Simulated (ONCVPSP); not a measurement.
# sulfur, ONCV: configuration errors across variants

* Element: sulfur
* Generator: ONCVPSP 4.0.1
* Type: optimised norm-conserving Vanderbilt (ONCV)
* Functional: PBE
* Relativity: scalar-relativistic
* Frozen core: [Ne]
* Valence charge: 6
* Reference configuration: 3s1 3p5
* Partial waves: 3s: rc 1.45 bohr, ncon 4, nbas 8, qcut 3.8 1/bohr, 2 projectors, debl 3.8 Ha; 3p: rc 1.10 bohr, ncon 4, nbas 7, qcut 8.8 1/bohr, 2 projectors, debl 1.5 Ha
* Local potential: polynomial inside 0.85 bohr (lpopt 3, dvloc0 0 Ha)
* Core correction: none

All-electron excitation energies from the reference (eV): (1) 3s2 3p4 -10.311; (2) 3s2 3p3 1.458; (3) 3s2 3p2 23.742; (4) 3s2 3p0 104.581.

1 further variants failed, have other tests or too few solved ones, and are left out.

A true bound ghost makes a file unfit for plane-wave use even where its test errors are small: the radial tests pick states by their node count and pass the ghost by.

Errors AE − PS in meV (a dash: test not solved or not reliable):

```
      change   (1)   (2)   (3)   (4)  bound ghosts  GHOST(+) flags above zero
        base  -0.1  +0.5  +5.9  +116             p                          s
   s: nbas 7  +0.9  +0.5  +3.0   +96             p                          s
p: qcut 12.3  +8.1   +14   +27  +146             p                          s
  p: rc 1.36  +1.8  +4.4   +17  +183          none                          s
```

Give the same row for: local potential polynomial inside 1.10 bohr (lpopt 5, dvloc0 2 Ha).

-0.1, +0.5, +5.8, +116; bound ghosts: p; GHOST(+) flags above zero: s.
